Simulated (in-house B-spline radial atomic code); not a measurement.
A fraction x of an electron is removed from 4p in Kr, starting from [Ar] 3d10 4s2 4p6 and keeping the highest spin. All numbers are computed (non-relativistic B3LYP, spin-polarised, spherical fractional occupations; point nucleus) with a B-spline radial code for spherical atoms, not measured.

Caution: exact exchange at fractional occupations of open shells leaves self-interaction of up to several eV.

| x | E(x) - E(0) (eV) | 4p down level (eV) |
| --- | --- | --- |
| 0 | 0.0000 | -10.476 |
| 0.07 | 0.7545 | -11.081 |
| 0.2 | 2.2687 | -12.219 |
| 0.3 | 3.5349 | -13.107 |
| 0.49 | 6.1875 | -14.821 |
| 0.5 | 6.3361 | -14.912 |
| 0.59 | 7.7153 | -15.738 |
| 0.72 | 9.8394 | -16.943 |
| 0.84 | 11.9401 | -18.069 |
| 0.98 | 14.5627 | -19.399 |
| 1 | 14.9526 | -19.590 |

The exact functional would give a straight line between the two integer points. Deviations E(x) - E(0) - x[E(1) - E(0)], in eV: -0.292 at x = 0.07, -0.722 at x = 0.2, -0.951 at x = 0.3, -1.139 at x = 0.49, -1.14 at x = 0.5, -1.107 at x = 0.59, -0.926 at x = 0.72, -0.62 at x = 0.84, -0.091 at x = 0.98.

The curve lies below the straight line by up to 1.14 eV (at x = 0.5): convex, the delocalisation error, to which spherically averaged exact exchange adds.

**Question.** How well does Slater's transition state (minus the level at half occupation) give the ionisation energy?

**Answer.** It gives 14.912 eV against 14.953 eV from the two total energies; NIST lists 14.00 eV, ground level to ground level. The end point has an open shell averaged over its orbitals, so its exact exchange keeps a self-interaction and this is no true integer point.
